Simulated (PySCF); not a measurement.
Sn(OH)4 (H4O4Sn), SMILES [OH][Sn]([OH])([OH])[OH].

Geometry optimised at PBE0-D3(BJ)/def2-SVP. The structure was generated by enumeration; whether it is a known compound was not checked. The def2 effective core potentials stand for the cores of Sn; spin–orbit coupling is left out. Other conformers were not sampled.

These are PySCF with M06-2X/def2-TZVP values and carry that method's errors.

The molecule is in vacuum.

**Question.** Estimate the frontier levels, gap, dipole moment and polarisability. (An estimate is asked for; the answer gives what the named calculation found.)

**Answer.** 
```
Item                                                                                                           Result
---------------------------------------------------------------------------------------------  ----------------------
highest occupied level                                                                                      -10.93 eV
lowest empty level                                                                                           -0.89 eV
orbital gap                                                                                                  10.04 eV
dipole moment                                                                                                  0.00 D
quadrupole, principal values (traceless, Buckingham form, about the centre of nuclear charge)   -2.84, 1.42, 1.42 D·Å
mean static polarisability                                                                       47.2 bohr³ (6.99 Å³)
polarisability, principal values                                                               44.1, 48.7, 48.7 bohr³
```
